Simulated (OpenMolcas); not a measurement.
**Ag5+: CASPT2 settings compared**

```
Program             : OpenMolcas
Basis               : ANO-RCC-VDZP [6s5p3d1f]
Scalar Hamiltonian  : DKH2, point nucleus
Active space        : 6 electrons in 5 orbitals (4d)
State averaging     : 2S+1 = 5 even, 5 roots; 2S+1 = 3 even, 45 roots; 2S+1 = 1 even, 50 roots
Spin-orbit coupling : RASSI with atomic mean-field integrals over the reference wave functions, term energies averaged over their components
```

Methods on the same reference wave functions:
A. CASSCF
B. SS-CASPT2, IPEA 0.1 Eh, imaginary shift 0.4 Eh (closed shells correlated: 3d 4s 4p)
C. SS-CASPT2, IPEA 0.4 Eh, no level shift (closed shells correlated: 3d 4s 4p)
D. MS-CASPT2, IPEA 0.1 Eh, imaginary shift 0.4 Eh (closed shells correlated: 3d 4s 4p)
E. MS-CASPT2, IPEA 0.4 Eh, no level shift (closed shells correlated: 3d 4s 4p)
F. XMS-CASPT2, IPEA 0 Eh, imaginary shift 0.1 Eh (closed shells correlated: 4s 4p)

Energies in cm-1 above 4d6 5D4, the measured ground level; measured values from the list in Gamrath, thesis, University of Mons (2023).

```tsv
Level	A	B	C	D	E	F	Measured
4d6 5D4	0.0	0.0	0.0	0.0	0.0	0.0	0.0
4d6 5D3	2802	2850	2840	2850	2840	2840	2692
4d6 5D2	4226	4130	4150	4140	4150	4150	3953
4d6 5D1	5254	5170	5180	5170	5180	5180	4941
4d6 5D0	5723	5620	5630	5630	5630	5640	5380
4d6 3H6	24104	23180	23500	23180	23510	23580	21512
4d6 3H5 [73 %]	24670	23530	23880	23530	23880	23920	21812
4d6 3P2(1)	25044	20930	21520	20930	21530	21430	21042
4d6 3F3(1) [74 %]	28235	25590	26140	25590	26130	26030	24441
4d6 3F2(1)	29404	26370	26940	26420	27000	26840	25306
4d6 3G5 [73 %]	31670	30070	30450	30070	30450	30460	27958
4d6 3P1(1)	32712	28650	29250	28650	29270	29150	28232
4d6 3P0(1) [72 %]	33275	29190	29810	29160	29750	29690	
4d6 3G4	33740	31770	32160	31760	32150	32150	29660
4d6 3G3 [74 %]	34555	32470	32890	32490	32920	32880	30361
4d6 1I6	37989	36980	37100	36980	37110	37340	34194
4d6 3D2	38554	35050	35570	35040	35540	35450	32650
4d6 3D1	39313	35970	36530	35980	36530	36440	33558
4d6 3D3	39441	36170	36710	36180	36720	36630	33509
4d6 1G4(1)	41907	39590	39840	39640	39900	39880	37481
4d6 1S0(1) [66 %]	47919	43600	44240	43510	44160	44080	
4d6 1D2(1)	48968	43660	43950	43680	43980	43710	41372
4d6 1F3	53078	48300	48650	48310	48660	48720	44724
4d6 3P0(2)	59671	53810	54420	53920	54520	54400
```

Deviations, from unrounded energies. A percentage is the sum of absolute deviations over the sum of measured energies, with the sign that they share, or ± where signs differ.

```json
{"Against measurement": "mean absolute deviation (cm-1)", "Levels": "20", "A": "3800", "B": "1600", "C": "1900", "D": "1600", "E": "1900", "F": "1900"}
{"Against measurement": "fine structure of the ground term (%)", "Levels": "4", "A": "+6.1", "B": "+4.7", "C": "+4.9", "D": "+4.8", "E": "+5.0", "F": "+5.0"}
{"Against measurement": "other terms of the ground configuration (%)", "Levels": "16", "A": "+15.5", "B": "±6.3", "C": "+7.6", "D": "±6.3", "E": "+7.7", "F": "+7.5"}
```

B, D lie about equally close to measurement and A furthest from it. The largest miss of B in the table is 4d6 1F3, by +3600 cm-1. The ranking rests on the paired levels alone, and a cruder setting can come out closer through cancelling errors.

Among B to F the level of the table that moves most is 4d6 1S0(1) [66 %], by 730 cm-1 (lowest in D, highest in C). Moves below CASPT2's spread within the term are not significant.

The mean deviations of B to F differ by less than CASPT2's widest spread within a term (1300 cm-1), so their order carries little weight.

From A to B the spin-free energies of the other terms of 4d6 shown, above 5D, scale by factors of 0.83 to 0.97, as is usual when dynamic correlation screens the repulsion within a d or f shell.

The lowest spin-free term lies below A's lowest term by 0.232 hartree in B, 0.224 hartree in C, 0.232 hartree in D, 0.224 hartree in E, 0.220 hartree in F.

Term energies are means over components that CASPT2 splits; among the terms shown or strongly mixed into the levels shown the widest spread is 1300 cm-1 (4d6 1I, E). The basis is small and was not contracted for so high a charge. The CASPT2 spread within a term exceeds the gap to the next term for 4d6 3D and 4d6 1I, so the order of their levels is uncertain (figures for B; the like holds for D, E). Without dynamic correlation excited terms often stand tens of per cent too high (terms of higher spin than the ground term too low), and those without a measured partner can miss by more than the paired ones (holds for A). Some levels mix across a computed gap that differs much from the measured one, so their mixing is not that of the real levels (holds for B; C; D; E; F). Computed and measured levels are paired by configuration, term and J; levels that our copy of the source lacks, or whose pairing is in doubt (as where it misses far off the trend of its configuration), stay unpaired and out of the deviations. Only configurations of the active space appear. Levels that lie high or do not pair safely by name in every column are left out.

A share in square brackets marks a mixed level and gives the weight of the term that names it, the lowest over the columns. A number in round brackets counts repeated terms of one configuration in the order of the reference energies.
